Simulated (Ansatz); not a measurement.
```yaml
crystal:
  periodic: [false, false, false]
  atoms:
    - {symbol: Se, position_ang: [-1.055012, 1.714211, -1.521884]}
    - {symbol: Se, position_ang: [1.816269, -1.491304, -2.113266]}
    - {symbol: Se, position_ang: [-0.386017, -1.704032, 0.962734]}
    - {symbol: Se, position_ang: [2.279038, 1.353267, 1.372180]}
    - {symbol: Zn, position_ang: [-2.518294, 0.928137, 0.229238]}
    - {symbol: Zn, position_ang: [0.930848, -3.249918, -0.735645]}
    - {symbol: Zn, position_ang: [-0.313276, -0.526354, -1.271088]}
    - {symbol: Zn, position_ang: [0.906333, 2.603373, -0.308430]}
    - {symbol: Zn, position_ang: [1.925856, -0.681176, 0.171422]}
    - {symbol: Zn, position_ang: [0.072806, 0.548396, 1.827065]}
    - {symbol: Cl, position_ang: [-4.088158, -0.529700, 0.101174]}
    - {symbol: Cl, position_ang: [0.725781, -5.336807, -0.381511]}
    - {symbol: Cl, position_ang: [1.492230, 4.634307, -0.691085]}
    - {symbol: Cl, position_ang: [-1.788414, 1.737611, 2.359095]}
basis:
  gaussian: {orbitals: 6-31G}
hamiltonian: {xc: {name: PBE-QIDH}}
scf: {omitted_lower_state_checks: [starts]}
output: {forces: true}
```

```sh
$ ansatz run in.yaml --threads 2 --pin off --events-out ev --progress --plain --max-ram 22528MiB --backend cuda --devices 0, --max-vram 18GiB
```

It prints (some lines left out):

```
Functional definition: PBE-QIDH
  name "PBE-QIDH"
  cite "Brémond, Sancho-García, Pérez-Jiménez & Adamo, J. Chem. Phys. 141, 031101 (2014) doi:10.1063/1.4890314"
  cite "Perdew, Burke & Ernzerhof, Phys. Rev. Lett. 77, 3865 (1996) doi:10.1103/PhysRevLett.77.3865"
  parameter a = 3^(-1/3)
  parameter c = 1/3
  exchange = (1 - a)*pbe_x + a*exact_x
  correlation = (1 - c)*pbe_c + c*(mp2_os + mp2_ss)
these checks for a lower state are left out or cut short: starts
3286 factors; integrals over basis functions are off by at most 2.5e-4 eV
mean field evaluation 1: about -601704.4564 eV, gradient 4.8e1 eV
mean field evaluation 2: about -601704.7544 eV, gradient 4.8e1 eV
mean field evaluation 4: about -601711.6579 eV, gradient 5.3e0 eV
mean field evaluation 8: about -601711.7302 eV, gradient 4.5e-1 eV
mean field evaluation 16: about -601711.7307 eV, gradient 4.1e-4 eV
mean field -601711.73071514 eV, -22112.4982489215 hartree, gradient 4.2e-6 eV, S^2 0.000000; 0 other end points of the search recorded, 0 dependent functions left out
86 core orbitals not correlated: weight in the atoms' cores, before any rotation towards them, 1.000 or more for the frozen orbitals, at most 0.000 for the correlated occupied ones
reference -601711.73073787 eV, -22112.4982497568 hartree; 106, 106 occupied and 150, 150 virtual orbitals, 3286 factors
second order -78.45157009 eV of doubles, -0.00000000 eV of singles
the calculation of the forces begins
Total energy: -601737.88126123 eV, -22113.4592637650 hartree
Atom 0 at    -1.055012     1.714211    -1.521884 Å, force     0.057462    -0.158299     0.146225 eV/Å
Atom 1 at     1.816269    -1.491304    -2.113266 Å, force    -0.017606     0.107675     0.011402 eV/Å
Atom 2 at    -0.386017    -1.704032     0.962734 Å, force    -0.011539    -0.021519     0.108135 eV/Å
Atom 3 at     2.279038     1.353267     1.372180 Å, force    -0.108943    -0.063847    -0.094126 eV/Å
Atom 4 at    -2.518294     0.928137     0.229238 Å, force    -0.053853     0.394075    -0.114736 eV/Å
Atom 5 at     0.930848    -3.249918    -0.735645 Å, force     0.002088     0.281925    -0.080721 eV/Å
Atom 6 at    -0.313276    -0.526354    -1.271088 Å, force     0.064618    -0.059104    -0.228069 eV/Å
Atom 7 at     0.906333     2.603373    -0.308430 Å, force    -0.009325    -0.150291    -0.024093 eV/Å
Atom 8 at     1.925856    -0.681176     0.171422 Å, force     0.194082    -0.027847    -0.018185 eV/Å
Atom 9 at     0.072806     0.548396     1.827065 Å, force     0.245178    -0.189202     0.280793 eV/Å
Atom 10 at    -4.088158    -0.529700     0.101174 Å, force    -0.406903    -0.297825    -0.070298 eV/Å
Atom 11 at     0.725781    -5.336807    -0.381511 Å, force    -0.016728    -0.536309     0.070127 eV/Å
Atom 12 at     1.492230     4.634307    -0.691085 Å, force     0.162409     0.584126    -0.116133 eV/Å
Atom 13 at    -1.788414     1.737611     2.359095 Å, force    -0.100940     0.136442     0.129678 eV/Å
Dipole moment:     0.660620    -0.264019     0.175223 e Å
Checks for a lower state left out: starts
```

Run time 24 s (2 threads of AMD EPYC 7R13 on a shared host and a share (18 GiB) of an NVIDIA H100 80GB HBM3), peak host memory 4.4 GiB.

The 6-31G sets use Cartesian d functions. Correlated methods freeze 86 core orbitals; core or outer-core shells of Se are correlated, in sets that lack core-valence functions.
